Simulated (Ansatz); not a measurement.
Cost and result for the atomization energy of `[CH3][Sn]([OH])([Cl])[Cl]` (9 atoms, 8 bonds).

```xyz
9

C    -0.1820    1.4618    0.3746
Sn    0.0736   -0.4916   -0.3769
O     0.1384   -1.7611    1.0930
Cl   -1.6398   -1.1470   -1.7966
Cl    2.0234   -0.7416   -1.6081
H     0.6929    1.7226    0.9683
H    -0.2882    2.1496   -0.4621
H    -1.0776    1.4800    0.9939
H     0.2592   -2.6727    0.8140
```

The species carries charge 0 and has multiplicity 1. Correlated methods include outer-core shells of Sn, which these sets cover unevenly. Sn takes the def2 core potential. All single points use the PBE0-D4/def2-TZVP geometry. It is one conformer, not always the lowest. Program: Ansatz. All runs use 4 threads of a server CPU on a shared host. Times are those of one run each, without the atoms' runs, and a repeat can differ threefold. Electronic energies, without spin–orbit coupling; frozen cores. CCSD(T)/CBS adds CCSD(T) − MP2 in def2-TZVPP to the MP2 limit, and its time is that of the two runs behind it. T1 = 0.012. With those shells the extrapolation isn't a true limit. B3LYP takes the VWN-RPA correlation (the form of Gaussian; ORCA's B3LYP/G). HSE06 is the plane-wave form, built on full-range PBE exchange.

CCSD(T)/CBS is a level of theory with its own doubt, some kJ/mol a heavy atom from the limit and from the frozen cores, so smaller differences don't rank the functionals.

```json
{"level": "LDA (SPW92)/def2-TZVPP", "functions": "252", "wall time": "2.5 s"}
{"level": "revPBE-D4/def2-TZVPP", "functions": "252", "wall time": "2.7 s"}
{"level": "PBE-D4/def2-TZVPP (with forces)", "functions": "252", "wall time": "3.2 s"}
{"level": "PBE0-D4/def2-TZVPP", "functions": "252", "wall time": "4.4 s"}
{"level": "CAM-B3LYP-D4/def2-TZVPP", "functions": "252", "wall time": "4.7 s"}
{"level": "HSE06-D4/def2-TZVPP", "functions": "252", "wall time": "4.7 s"}
{"level": "B3LYP-D4/def2-TZVPP (with forces)", "functions": "252", "wall time": "7.5 s"}
{"level": "PBE-QIDH/def2-TZVPP", "functions": "252", "wall time": "8 s"}
{"level": "CCSD(T)/def2-SVP", "functions": "110", "wall time": "8.5 s"}
{"level": "B97M-V/def2-TZVPP", "functions": "252", "wall time": "11 s"}
{"level": "MP2/def2-QZVPP", "functions": "456", "wall time": "19 s"}
{"level": "CCSD(T)/def2-TZVPP", "functions": "252", "wall time": "4.7 min"}
{"level": "CCSD(T)/CBS(def2)", "functions": "–", "wall time": "5 min"}
```

What atomization energy does each give, and how far from CCSD(T)/CBS? (Best estimate.)

The calculation gave: 
```tsv
level	atomization (kcal/mol)	difference from CCSD(T)/CBS	per bond
LDA (SPW92)/def2-TZVPP	826.2	99.0	12.4
revPBE-D4/def2-TZVPP	710.3	-16.9	-2.1
PBE-D4/def2-TZVPP (with forces)	731.0	3.8	0.5
PBE0-D4/def2-TZVPP	716.8	-10.4	-1.3
CAM-B3LYP-D4/def2-TZVPP	715.8	-11.4	-1.4
HSE06-D4/def2-TZVPP	717.2	-10.0	-1.2
B3LYP-D4/def2-TZVPP (with forces)	711.9	-15.3	-1.9
PBE-QIDH/def2-TZVPP	713.8	-13.4	-1.7
CCSD(T)/def2-SVP	664.1	-63.1	-7.9
B97M-V/def2-TZVPP	728.1	0.9	0.1
MP2/def2-QZVPP	732.1	4.9	0.6
CCSD(T)/def2-TZVPP	701.6	-25.6	-3.2
CCSD(T)/CBS(def2)	727.2	0.0	0.0
```

In def2-TZVPP, CCSD(T) changes the Hartree–Fock value by +190.2 kcal/mol (the triples alone add +13.7 kcal/mol) and MP2 by +205.3 kcal/mol; breaking electron pairs costs correlation energy, which Hartree–Fock lacks. From r2SCAN to r2SCAN0 (25 % exact exchange), in def2-TZVPP and without D4, the atomization energy moves by −14.8 kcal/mol: exact exchange takes away binding that semilocal exchange gives to molecules. At CCSD(T), def2-SVP lies −63.1 kcal/mol from the extrapolated value and def2-TZVPP −25.6 kcal/mol: correlation converges slowly with the basis, and small sets miss more of it in the bonded molecule than in its fragments.

Spin–orbit coupling would lower the free Sn atoms strongly, and the atomization energy with them, by more than many differences here. For some Ge, Se and Sn compounds the MP2-based and the directly extrapolated limit differ by 10 to 25 kJ/mol.
